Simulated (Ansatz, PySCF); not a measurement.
Gas-phase reaction R1 → P1 + P2, each structure at its B3LYP-D3(BJ)/def2-TZVP stationary point, reached from a drawn start (curvature not checked).
R1: GaH3 (SMILES [GaH3]), charge 0, multiplicity 1.
P1: GaH (SMILES [GaH]), charge 0, multiplicity 1.
P2: H2 (SMILES [H][H]), charge 0, multiplicity 1.

P less R. No zero-point or thermal terms; no spin–orbit coupling.

Correlated levels freeze the cores. In cc and def2 sets filled d and f shells under p-block atoms count as core.

The values were computed with Ansatz (an electronic-structure program); PySCF for M06-2X and the D3/D4 terms. No computed number here is a measurement.

```
level                    reaction energy (kcal/mol)
-----------------------  --------------------------
HF/cc-pVQZ                                    19.91
PBE-D4/def2-TZVPP                             19.08
BLYP/def2-TZVPP                               12.52
BLYP-D3(BJ)/def2-TZVPP                        13.29
BHLYP/def2-TZVPP                              19.42
BHLYP-D3(BJ)/def2-TZVPP                       19.95
M06-2X/def2-TZVPP                             17.62
SCS-MP2/cc-pVTZ                          (withheld)
CCSD/cc-pVTZ                             (withheld)
```

Fill in the missing entries.


- SCS-MP2/cc-pVTZ, reaction energy (kcal/mol): 18.96
- CCSD/cc-pVTZ, reaction energy (kcal/mol): 17.44
